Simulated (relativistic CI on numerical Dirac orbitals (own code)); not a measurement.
Method of calculation: Dirac-Coulomb-Breit CI, separate exchange-only KLI orbitals for each configuration, QED by a radiative potential, unscaled Slater integrals (own radial code, finite nucleus).

Configurations in the expansion (outside the closed core [Ne]): 3s, 3p, 3d, 4s, 4p, 4d, 4f, 5s, 5p, 5d, 5f, 5g, 6s, 6p, 6d, 7s, 7p. Levels of other configurations are missing.

At this charge energies of transitions that change n are usually good to better than 1 %, and those within a shell (Δn = 0) to a few per cent.

Outline of the computed level scheme of Tc XXXIII. Lowest level of each configuration: 3s ²S1/2 at 0.00 eV; 3p ²P°1/2 at 72.69 eV; 3d ²D3/2 at 197.59 eV; 4s ²S1/2 at 871.14 eV; 4p ²P°1/2 at 901.00 eV; 4d ²D3/2 at 948.76 eV; 4f ²F°5/2 at 969.81 eV; 5s ²S1/2 at 1255.43 eV; 5p ²P°1/2 at 1270.41 eV.

Some strong electric-dipole decays among the lowest 15 levels: 4f ²F°7/2 → 3d ²D5/2 (1.8e+13 s⁻¹); 4f ²F°5/2 → 3d ²D3/2 (1.6e+13 s⁻¹); 4d ²D5/2 → 3p ²P°3/2 (8.3e+12 s⁻¹); 4d ²D3/2 → 3p ²P°1/2 (6.8e+12 s⁻¹); 4p ²P°1/2 → 3s ²S1/2 (3.8e+12 s⁻¹); 4p ²P°3/2 → 3s ²S1/2 (3.3e+12 s⁻¹); 4s ²S1/2 → 3p ²P°3/2 (2.9e+12 s⁻¹); 5p ²P°1/2 → 3s ²S1/2 (2.2e+12 s⁻¹).
